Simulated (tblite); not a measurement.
Cl2Sn, charge -1, doublet, geometry from GFN2-xTB (such geometries of metal compounds can be far from the true shape) (a state made from the parent by changing its charge; the spin is typed, not shown lowest); IPEA1-xTB run with tblite.

tblite was given this input:
```
$ tblite run mol.xyz --method ipea1 --charge -1 --spin 1 --json tblite.json --no-restart

# file mol.xyz
3

Sn     0.01076359    -0.01024665     0.63912643
Cl     1.23230621     1.55893049    -0.93616015
Cl    -1.26396382    -1.52879329    -0.94362347
```

Output, abridged:

```
xTB calculator
 | screened Coulomb repulsion
 | Coulomb electrostatics
 |  * isotropic Klopman-Ohno-Mataga-Nishimoto electrostatics
 |  * onsite third-order electrostatics
 | DFT-D3(BJ) dispersion correction

halogen bonding energy    0.0000000000000E+00 Eh
repulsion energy          2.0368337056167E-03 Eh
dispersion energy        -1.1532348364190E-03 Eh
number of electrons       1.9000000000000E+01 e
integral cutoff           4.0000000000000E+01 bohr

------------------------------------------------------------
  cycle        total energy    energy error   density error
------------------------------------------------------------
      1     -11.48973336334  -1.1490617E+01   2.7504592E-01
      2     -11.48974569026  -1.2326922E-05   1.6773541E-01
      3     -11.48976055864  -1.4868380E-05   7.5406732E-03
      4     -11.48976977211  -9.2134766E-06   3.3034147E-03
      5     -11.48977214597  -2.3738548E-06   1.1708090E-03
      6     -11.48977254695  -4.0098208E-07   2.3010319E-04
      7     -11.48977256303  -1.6074949E-08   6.7178670E-06
------------------------------------------------------------

electronic energy        -1.1490656161895E+01 Eh
total energy             -1.1489772563026E+01 Eh

Post processing:
 | Mayer-Wiberg bond orders

[Info] JSON dump of results written to 'tblite.json'
```
